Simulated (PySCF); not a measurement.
## Radial density of Se²⁺ (selenium, charge +2)

UHF, [Ar] 3d10 4s2 4p2, high-spin 3P determinant. Computed with PySCF 2.14 in cc-pVDZ-DK, with the spin-free X2C one-electron Hamiltonian (Gaussian nucleus).

```csv
r (bohr),4πr²ρ (e/bohr),4πr²(ρα − ρβ)
0.000984,0.5489,0.0000
0.00166,1.314,0.0000
0.00278,3.097,0.0000
0.00468,7.020,0.0001
0.00788,14.72,0.0002
0.0133,26.96,0.0009
0.0223,39.38,0.0043
0.0375,40.82,0.0185
0.0631,34.07,0.0578
0.106,44.69,0.0884
0.178,44.06,0.0071
0.300,26.10,0.0846
0.505,32.90,0.1769
0.849,12.89,0.0691
1.43,3.621,1.1141
2.40,1.305,0.7541
4.04,0.08010,0.0636
6.80,0.0002623,0.0003
```

Densities and radii are taken from the X2C orbitals without a picture-change correction, which distorts them close to the nucleus.
